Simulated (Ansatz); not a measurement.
Calculated with Ansatz (gas phase, PBE0-D4/def2-TZVP geometries, no zero-point term in ΔE). CBS: MP2 limit from def2 TZ/QZ plus the TZ coupled-cluster correction, frozen cores. def2 core potentials past Kr. For Br, In outer-core shells are correlated without core-valence functions, which leaves a few kJ/mol of doubt a bond. Scalar relativity is left out up to krypton. One conformer a species, not always the lowest.

Consider the isomerisation: `O[CH2][InH][Br]` → `[OH][InH][CH2]Br`.

```
           species  HF/def2-QZVPP energy (Eh)
 `O[CH2][InH][Br]`                -2876.81656
`[OH][InH][CH2]Br`                -2876.78647
```

(1) Work out ΔE.

(2) What do rigid-rotor, harmonic-oscillator terms from PBE0-D4/def2-TZVP frequencies (298.15 K, 1 bar) make of the CCSD(T)/CBS value? (Best estimate.)

Largest T1 diagnostic among the species: 0.013.

Answers

(1) ΔE = (-2876.78647) − (-2876.81656) = 0.03009 Eh = +79.0 kJ/mol. CCSD(T)/CBS gives +58.4 kJ/mol.

(2) Computed: ΔZPE = -6.0 kJ/mol, ΔH = +53.2 kJ/mol, ΔS = 11 J/(mol·K), ΔG = +49.8 kJ/mol. Modes under 50 cm⁻¹ make the entropy rough.

From BLYP to BHLYP (50 % exact exchange), in def2-TZVPP and without D4, ΔE moves by +10.6 kJ/mol. At CCSD(T), def2-SVP lies +20.2 kJ/mol from the extrapolated value and def2-TZVPP +0.6 kJ/mol. In def2-TZVPP, CCSD(T) changes the Hartree–Fock value by −21.6 kJ/mol (the triples alone add −3.2 kJ/mol) and MP2 by −25.1 kJ/mol.
